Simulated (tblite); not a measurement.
Species: C4H9O2P.
SMILES with atom numbers: `[CH2:1]=[CH:2][P@:3]([CH3:4])(=[O:5])[CH2:6][OH:7]` (hydrogens: H8, H9 on C1; H10 on C2; H11, H12, H13 on C4; H14, H15 on C6; H16 on O7)

Computed with GFN2-xTB (tblite), gas phase: L-BFGS steps from a force-field or distance-geometry start until the largest atomic force falls under 0.01 eV/Å.

Step 20: E = -647.8554 eV
```
atom  x, y, z in Å  |  force x, y, z in eV/Å
C1      2.5780   -0.5272   -0.0222   -0.022  -0.003   0.009
C2      1.5000    0.0864   -0.4761   -0.027   0.038  -0.024
P3     -0.0929   -0.1226    0.3704   -0.014  -0.068   0.002
C4     -0.6646    1.5664    0.7834    0.006  -0.005  -0.008
O5     -0.0811   -1.0420    1.5171    0.019  -0.003   0.025
C6     -1.2857   -0.7225   -0.9279   -0.005   0.014  -0.012
O7     -2.5207   -0.9520   -0.3153    0.019   0.016   0.050
H8      3.5421   -0.4285   -0.4923    0.047  -0.010  -0.001
H9      2.5162   -1.1531    0.8520   -0.030  -0.037   0.040
H10     1.5320    0.7270   -1.3450   -0.050   0.014  -0.020
H11    -0.0096    1.9679    1.5520    0.036   0.007   0.045
H12    -0.6568    2.2104   -0.0876   -0.002   0.065  -0.050
H13    -1.6737    1.4927    1.1825   -0.041  -0.030  -0.001
H14    -1.4483    0.0224   -1.7068    0.022  -0.004  -0.045
H15    -0.8780   -1.6404   -1.3794    0.001   0.007  -0.014
H16    -2.3644   -1.4759    0.4837    0.043   0.000   0.003
```

Step 21: E = -647.8563 eV
```
atom  x, y, z in Å  |  force x, y, z in eV/Å
C1      2.5762   -0.5278   -0.0216   -0.013  -0.001   0.002
C2      1.5018    0.0890   -0.4797   -0.046   0.030  -0.011
P3     -0.0903   -0.1212    0.3686   -0.037  -0.061  -0.015
C4     -0.6646    1.5671    0.7829    0.009  -0.010  -0.004
O5     -0.0780   -1.0402    1.5161    0.026   0.012   0.002
C6     -1.2848   -0.7227   -0.9290   -0.009   0.014   0.006
O7     -2.5185   -0.9486   -0.3117    0.023   0.007   0.041
H8      3.5421   -0.4311   -0.4891    0.043  -0.022   0.013
H9      2.5068   -1.1534    0.8533   -0.015  -0.018   0.015
H10     1.5337    0.7289   -1.3497   -0.041   0.002   0.001
H11    -0.0108    1.9658    1.5542    0.030   0.009   0.040
H12    -0.6567    2.2156   -0.0855   -0.005   0.045  -0.035
H13    -1.6738    1.4881    1.1814   -0.033  -0.020  -0.008
H14    -1.4510    0.0223   -1.7081    0.041  -0.035  -0.034
H15    -0.8783   -1.6441   -1.3766   -0.014   0.045  -0.019
H16    -2.3615   -1.4788    0.4830    0.042   0.003   0.006
```

Step 22: E = -647.8569 eV
```
atom  x, y, z in Å  |  force x, y, z in eV/Å
C1      2.5746   -0.5281   -0.0212   -0.005   0.002  -0.005
C2      1.5023    0.0910   -0.4820   -0.042   0.008   0.004
P3     -0.0891   -0.1212    0.3674   -0.035  -0.023  -0.019
C4     -0.6644    1.5676    0.7822    0.007  -0.007   0.000
O5     -0.0758   -1.0391    1.5159    0.026   0.017  -0.016
C6     -1.2840   -0.7226   -0.9300   -0.009   0.011   0.017
O7     -2.5163   -0.9457   -0.3083    0.017   0.002   0.027
H8      3.5426   -0.4329   -0.4867    0.020  -0.029   0.029
H9      2.4999   -1.1541    0.8543   -0.004   0.004  -0.014
H10     1.5331    0.7302   -1.3529   -0.031  -0.005   0.015
H11    -0.0110    1.9643    1.5561    0.010   0.001   0.019
H12    -0.6565    2.2199   -0.0847   -0.007   0.014  -0.004
H13    -1.6743    1.4844    1.1804   -0.010  -0.007  -0.019
H14    -1.4519    0.0220   -1.7095    0.049  -0.050  -0.025
H15    -0.8787   -1.6461   -1.3753   -0.024   0.060  -0.024
H16    -2.3580   -1.4806    0.4828    0.040   0.002   0.014
```

**Question.** Estimate the geometry and energy of step 23. (The exact step hangs on the optimiser's Hessian estimate; all steps are aligned on step 22, rigid shifts and turns removed.)

**Answer.** E = -647.8575 eV, largest force 0.068 eV/Å
```
atom  x, y, z in Å  |  force x, y, z in eV/Å
C1      2.5733   -0.5282   -0.0211   -0.001   0.005  -0.010
C2      1.5018    0.0922   -0.4832   -0.023  -0.014   0.011
P3     -0.0890   -0.1218    0.3664   -0.017   0.022  -0.012
C4     -0.6641    1.5678    0.7816    0.002   0.001   0.002
O5     -0.0744   -1.0383    1.5160    0.019   0.012  -0.024
C6     -1.2835   -0.7224   -0.9305   -0.008   0.007   0.019
O7     -2.5143   -0.9434   -0.3054    0.004  -0.002   0.014
H8      3.5433   -0.4345   -0.4847   -0.006  -0.030   0.040
H9      2.4953   -1.1546    0.8547    0.002   0.020  -0.034
H10     1.5309    0.7310   -1.3545   -0.021  -0.007   0.021
H11    -0.0107    1.9632    1.5576   -0.012  -0.010  -0.005
H12    -0.6565    2.2231   -0.0845   -0.006  -0.014   0.026
H13    -1.6748    1.4817    1.1793    0.011   0.005  -0.025
H14    -1.4514    0.0211   -1.7110    0.046  -0.046  -0.019
H15    -0.8792   -1.6464   -1.3752   -0.025   0.052  -0.026
H16    -2.3542   -1.4815    0.4829    0.036   0.000   0.022
```

The energy changes by -0.0006 eV. The first-order estimate −F·Δx gives -0.0008 eV and the mean of the old and new forces, exact on a quadratic surface, -0.0005 eV. The step makes an angle of 61° with the force vector and moves no atom by more than 0.005 Å.

What follows is the cost of the whole relaxation. Hardware: Arm Neoverse V2, one thread, on a shared host. Cost: 0.32 s wall.
